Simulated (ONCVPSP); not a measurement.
# boron (B): one change to an ONCV potential, before and after

```json
{
  "Element": "boron",
  "Generator": "ONCVPSP 4.0.1",
  "Type": "optimised norm-conserving Vanderbilt (ONCV)",
  "Functional": "PBE",
  "Relativity": "scalar-relativistic",
  "Frozen core": "[He]",
  "Valence charge": "3",
  "Reference configuration": "2s2 2p1",
  "Partial waves": "2s: rc 1.40 bohr, ncon 5, nbas 10, qcut 4 1/bohr, 2 projectors, debl 2.8 Ha; 2p: rc 3.25 bohr, ncon 4, nbas 7, qcut 5.2 1/bohr, 2 projectors, debl 0.5 Ha",
  "Local potential": "polynomial inside 1.20 bohr (lpopt 5, dvloc0 0 Ha)",
  "Core correction": "none"
}
```

Change: s: rc 1.74.

Cutoffs: the cutoffs (Ha) at which the residual kinetic energy of the hardest occupied pseudo-wave falls to 1 and 0.1 mHa per electron; they do not see the model core or the augmentation charge, which bear on the density cutoff. Errors are all-electron minus pseudo energies relative to the spin-unpolarised reference configuration.

Q: What does the change do?

A: The potential gets softer (21 Ha and 128 Ha → 8.7 Ha and 76 Ha); of the 4 tests that both files solve, the error grows in 0 and shrinks in 1 by more than 15 % and 0.3 meV (median size 66.1 → 60.0 meV); neither file shows a bound ghost. A larger radius leaves more room for a smooth pseudo-wave, so fewer plane waves are needed.

| quantity | base | changed |
| --- | --- | --- |
| cutoff, loose | 21 Ha | 8.7 Ha |
| cutoff, tight | 128 Ha | 76 Ha |
| loose cutoff by channel | s 21 Ha, p 6.7 Ha | s 8.7 Ha, p 6.7 Ha |
| bound ghosts | none | none |
| GHOST(+) flags under 300 eV | none | none |
| error for 2s2 2p0, meV [ΔE 8.22 eV] | +87 | +88 |
| error for 2s1 2p0, meV [ΔE 33.64 eV] | +278 | +266 |
| error for 2s2 2p0.5, meV [ΔE 2.89 eV] | +13 | +13 |
| error for 2s0 2p3, meV [ΔE 11.72 eV] | -45 | -32 |
| p: phases at 3.30 bohr within 0.05 rad from the reference energy up to (Ha; the scan ends near 5) | 2.3 | 2.3 |
